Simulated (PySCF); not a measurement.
**Identify the compound**

Molecular formula: C₄H₉ClO₂S. Simulated spectra:

1H NMR (600 MHz, computed): δ 1.49 (s, 9H).

13C{1H} NMR (computed): δ 77.5, 26.3.

Theory: PBE0-D3(BJ)/def2-TZVP geometry, shieldings: GIAO B97-2/pcSseg-2, in PySCF 2.14 (non-relativistic Hamiltonian, no solvent, one computed conformer, equivalent nuclei averaged).

Chemical shifts δ = σref − σ; 1H (σ = 31.64 ppm) and 13C (σ = 185.38 ppm) vs TMS, all at this level.

**Question.** Propose a structure and justify it.

**Answer.** 
1. Rings plus π bonds: 0.
2. 2 carbon signals for 4 carbons: some carbons are equivalent by symmetry or fast rotation.
3. Carbon types of the structure: 1 × C, 3 × CH3, which accounts for all hydrogens.
4. δC 77.5: fully substituted sp3 carbon bonded to S.
5. δC 26.3: methyl carbon; a saturated carbon with 1 carbon neighbour and no heteroatom attached.
6. δH 1.49: hydrogen on a methyl carbon.

These data were computed for SMILES CC(C)(C)S(=O)(=O)Cl.

The shifts were computed for this structure.

Shifts are as computed. Against solution values, carbons near 30 ppm lie about +3 ppm off and those near 130 ppm about +7 ppm. Of 1309 compounds with measured shifts, 239 miss one by over three times the rms of a fit or turn the order of signals round; such compounds aren't used in these exercises.
